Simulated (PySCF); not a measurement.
**Does the structure fit the spectrum?**

A compound C6H12F2OSi gives the data below (simulated from a calculation) and was assigned the structure `CO[C@](C)(/C=C(\C)F)[SiH2]F`.

13C{1H} NMR (computed): δ 212.0 (C), 119.1 (CH), 42.6 (CH), 36.7 (CH), 25.5 (CH3), 21.2 (CH3).

1H NMR (300 MHz, computed): δ 5.70 (m, 1H), 4.16 (d, 3H), 3.31 (m, 1H), 2.00 (m, 1H), 1.56 (d, 3H), 1.12 (d, 3H).

[PySCF: PBE0/pcSseg-1 with gauge-including orbitals; GFN2-xTB geometry; single conformer; isolated molecule; one averaged value for each set of equivalent atoms; non-relativistic Hamiltonian]

Referencing at the same level of theory: 1H (σref 31.72) and 13C (σref 186.93) vs TMS.

**Question.** Compare with the shifts computed for the proposed structure, pairing carbons in order of shift.

**Answer.** Mapped SMILES: `[CH3:1][O:2][C@:3]([CH3:4])(/[CH:5]=[C:6](\[CH3:7])[F:8])[SiH2:9][F:10]`; H(Xn) means a hydrogen on atom n.

```json
{"atom": "C6", "computed for proposal": "174.3", "given list": "212.0", "difference": "-37.7"}
{"atom": "C5", "computed for proposal": "108.6", "given list": "119.1", "difference": "-10.5"}
{"atom": "C3", "computed for proposal": "72.9", "given list": "42.6", "difference": "+30.3"}
{"atom": "C1", "computed for proposal": "49.1", "given list": "36.7", "difference": "+12.4"}
{"atom": "C4", "computed for proposal": "19.8", "given list": "25.5", "difference": "-5.7"}
{"atom": "C7", "computed for proposal": "18.3", "given list": "21.2", "difference": "-2.9"}
```

The rms difference is 21.0 ppm and the largest -37.7 ppm at C6 (fully substituted alkene carbon). The carbon types in order of shift don't match either: C, CH, C, CH3, CH3, CH3 for the proposal against C, CH, CH, CH, CH3, CH3 in the data. The proposal doesn't fit.

**Question.** Which isomer fits?

**Answer.** `CC(C)[C@@H]([SiH3])C(=O)C(F)F`.

Carbon types of the structure: 1 × C, 3 × CH, 2 × CH3, leaving 3 H on heteroatoms. δC 212.0: ketone carbonyl carbon; the double bond to the heteroatom, with no lone-pair donor beside it, deshields it most. δC 119.1: sp3 CH bonded to 2 F, α to a carbonyl; 2 electronegative neighbours deshield it. δH 5.70: hydrogen on an sp3 CH bonded to 2 F, α to a carbonyl; its carbon carries F, hence the downfield position. δH 1.56, 1.12: hydrogen on a methyl carbon; far from electronegative atoms and π systems.

Other isomers checked: CO[C@](C)(/C=C(/C)F)[SiH2]F (rms 24.0 ppm); CC(C)O[C@@H]([SiH3])/C(F)=C/F (rms 31.2 ppm).

This is the structure that produced the data.

Splittings by 19F in the carbon and heteronuclear signals aren't shown, as no couplings were computed. Shifts are as computed. Against solution values, carbons near 30 ppm lie about +3 ppm off and those near 130 ppm about +5 ppm. Of 1211 compounds with measured shifts, 218 miss one by over three times the rms of a fit or turn the order of signals round; such compounds aren't used in these exercises. No couplings were computed; multiplicities are counted from neighbouring protons, with m where these are inequivalent, close in shift, in a saturated or five-membered ring or joined by F or P, and br s for small geminal =CH2 splittings.
